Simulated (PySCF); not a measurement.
PBE0 on Ge (germanium, neutral)

Configuration: [Ar] 3d10 4s2 4p2, high-spin 3P determinant. All numbers are calculated (PySCF 2.14, the spin-free X2C one-electron Hamiltonian (Gaussian nucleus), in Sapporo-DKH3-DZP-2012 (6s5p3d1f, 43 functions)).

| Item | Value |
| --- | --- |
| Total energy | -2098.419 hartree |
| One-electron energy | -2922.011 hartree |
| Hartree (Coulomb) energy | 903.521 hartree |
| Exchange-correlation energy | -79.929 hartree |
| ⟨S²⟩ | 2.0032 |
| ⟨L²⟩ | 2.009 |
| Sum of ⟨r⟩ | 24.00 bohr |
| Sum of ⟨r²⟩ | 40.45 bohr² |
| Traceless quadrupole moment −½Σ⟨3z² − r²⟩ along its main axis | 3.66 e·bohr² |
| Langevin diamagnetic susceptibility | -32.0 ×10⁻⁶ cm³/mol |
| Time after the integrals | 0.61 s of wall time on 1 thread of Neoverse-V1 (shared host) |

| shell | electrons | mean orbital energy (eV) | spread (eV) | rms radius, mean of both spins (bohr) |
| --- | --- | --- | --- | --- |
| 1s α | 1 | -11007.4 | 0 | 0.0542 |
| 1s β | 1 | -11007.3 | 0 | 0.0542 |
| 2s α | 1 | -1392.0 | 0 | 0.228 |
| 2s β | 1 | -1391.9 | 0 | 0.228 |
| 2p α | 3 | -1215.6 | 0.052 | 0.203 |
| 2p β | 3 | -1215.6 | 0.119 | 0.203 |
| 3s α | 1 | -176.62 | 0 | 0.670 |
| 3s β | 1 | -176.52 | 0 | 0.670 |
| 3p α | 3 | -122.11 | 0.215 | 0.701 |
| 3p β | 3 | -121.99 | 0.375 | 0.701 |
| 3d α | 5 | -32.857 | 0.271 | 0.828 |
| 3d β | 5 | -32.713 | 0.413 | 0.828 |
| 4s α | 1 | -13.642 | 0 | 2.29 |
| 4s β | 1 | -11.687 | 0 | 2.29 |
| 4p α | 2 | -5.382 | 0 | 3.07 |

Densities and radii are taken from the X2C orbitals without a picture-change correction, which distorts them close to the nucleus.
